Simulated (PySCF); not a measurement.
Telling isomers of C$_{5}$H$_{7}$FSi apart by NMR

PySCF 2.14 calculation with PBE0/pcSseg-1 with gauge-including orbitals and coordinates at the GFN2-xTB level; no relativistic terms, one computed conformer, gas phase, equivalent nuclei averaged.

Shifts are taken against calculated references (same method and geometry level): TMS for ¹H (σref 31.72) and ¹³C (σref 186.93). Splittings of carbon signals by F and P are missing where no couplings were computed. Where no couplings were computed, multiplicities follow the n + 1 count of equivalent neighbours, and m marks all less simple cases (inequivalent or close neighbours, rings, F or P nearby). Shifts are as computed. Against solution values, carbons near 30 ppm lie about +3 ppm off and those near 130 ppm about +5 ppm. Of 1211 compounds with measured shifts, 218 miss one by over three times the rms of a fit or turn the order of signals round; such compounds aren't used in these exercises.

(1) Tabulate the signals of `C[Si@H]1C=CC(F)=C1`, `CC#C[C@]1(F)C[SiH2]1`, `FCC1=C[SiH2]C=C1`, `C#C[C@]1(F)CC[SiH2]1` and their relative energies.

(2) What is the quickest way to tell C[Si@H]1C=CC(F)=C1 from C#C[C@]1(F)CC[SiH2]1?

(3) What is the quickest way to tell CC#C[C@]1(F)C[SiH2]1 from FCC1=C[SiH2]C=C1?

(4) What is the quickest way to tell CC#C[C@]1(F)C[SiH2]1 from C#C[C@]1(F)CC[SiH2]1?

Answers

(1) 
```tsv
SMILES	carbon types	δC	δH	E rel. (kcal/mol)
C[Si@H]1C=CC(F)=C1	1×C 3×CH 1×CH3	180.8, 150.8, 142.8, 101.9, -5.9	6.97 (m, 1H), 6.44 (m, 1H), 5.07 (m, 1H), 4.86 (m, 1H), 0.36 (d, 3H)	0.0
CC#C[C@]1(F)C[SiH2]1	3×C 1×CH2 1×CH3	97.4, 84.5, 75.5, 13.3, 5.6	3.27 (m, 1H), 2.89 (m, 1H), 2.16 (s, 3H), 1.39 (m, 1H), 1.13 (m, 1H)	59.4
FCC1=C[SiH2]C=C1	1×C 3×CH 1×CH2	166.4, 152.2, 137.9, 123.6, 88.2	6.94 (m, 1H), 6.41 (m, 1H), 6.21 (m, 1H), 5.53 (m, 2H), 4.71 (m, 2H)	13.3
C#C[C@]1(F)CC[SiH2]1	2×C 1×CH 2×CH2	90.3, 89.0, 88.5, 41.4, 1.5	5.05 (m, 1H), 4.92 (m, 1H), 2.96 (m, 1H), 2.95 (m, 1H), 2.69 (s, 1H), 1.40 (m, 1H), 1.36 (m, 1H)	52.6
```

Energies are electronic energies at PBE0/pcSseg-1 on these geometries, without zero-point or thermal terms, each for the one conformer computed, which needn't be the lowest.

(2) Both give the same number of carbon signals, but DEPT or the intensities differ. The first has a fully substituted alkene carbon (C) at 180.8 ppm, the second a propargylic fully substituted sp3 carbon bonded to F and Si (C) at 90.3 ppm. In the proton spectra the most deshielded non-exchanging signals are 6.97 (m, 1H) and 5.05 (m, 1H).

(3) Both give the same number of carbon signals, but DEPT or the intensities differ. The first has an alkyne carbon (C) at 97.4 ppm, the second a fully substituted alkene carbon (C) at 166.4 ppm. In the proton spectra the most deshielded non-exchanging signals are 3.27 (m, 1H) and 6.94 (m, 1H).

(4) Both give the same number of carbon signals, but DEPT or the intensities differ. The first has a propargylic methyl carbon (CH3) at 5.6 ppm, the second a terminal alkyne carbon (CH) at 88.5 ppm. Their most deshielded carbons lie at 97.4 and 90.3 ppm. In the proton spectra the most deshielded non-exchanging signals are 3.27 (m, 1H) and 5.05 (m, 1H).
